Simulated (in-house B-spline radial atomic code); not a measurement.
A calculation on the chlorine ion Cl³⁺: its settings, and results tabulated from the run. All numbers are computed (non-relativistic wB97X, spin-polarised, spherical fractional occupations, exact exchange averaged over the configuration; point nucleus) with an all-electron radial atomic-structure program (B-spline basis), not measured.

Command:
```bash
python run_scf.py task.json out
```
Settings:
```
Z                17
configuration    [Ne] 3s2 3p2
hamiltonian      nr
method           wb97x
spin_polarised   True
exact_exchange   averaged over the configuration
```

Output (hartree, bohr):
```
 radial grid: 45 intervals, B-splines of order 8, outer radius 18.6486 bohr

 iter        energy (Eh)    residual
    1        -455.853608    2.64e-01
    2        -457.222953    1.11e-01
    3        -457.339116    3.64e-02
    4        -457.352714    1.16e-02
    5        -457.354406    4.46e-03
    6        -457.354591    2.40e-04
    7        -457.354591    2.94e-05
    8        -457.354591    2.45e-06
    9        -457.354591    3.07e-07
   10        -457.354591    2.30e-08

 total energy                      -457.35459
 kinetic                             456.9204
 electron-nucleus                  -1065.9848
 Hartree                             178.5135
 exact exchange                       -5.9296
 exchange-correlation                -20.8740

 orbital      occ     eigenvalue          <r>       <r^2>       <1/r>     <1/r^3>       r_max
 1s up      1.000      -103.2561    0.0913702   0.0112199      16.557           -      0.0599
 1s down    1.000      -103.2383    0.0913549   0.0112158      16.559           -      0.0599
 2s up      1.000       -11.2436     0.444342    0.234382     3.29947           -      0.3626
 2s down    1.000       -11.2317     0.444368    0.234231     3.29663           -      0.3629
 2p up      3.000        -9.0090     0.405792    0.204895      3.2079     101.501       0.302
 2p down    3.000        -8.9860     0.406114    0.205015     3.20395      101.17      0.3025
 3s up      1.000        -2.3957       1.3956     2.22154    0.986011           -       1.233
 3s down    1.000        -2.2451        1.414     2.29066    0.978032           -       1.227
 3p up      2.000        -1.8659      1.50164     2.60301    0.896627      11.004       1.305
```

Cost of the run: 0.7 s on 1 thread of Intel(R) Xeon(R) Platinum 8175M CPU @ 2.50GHz (shared host).
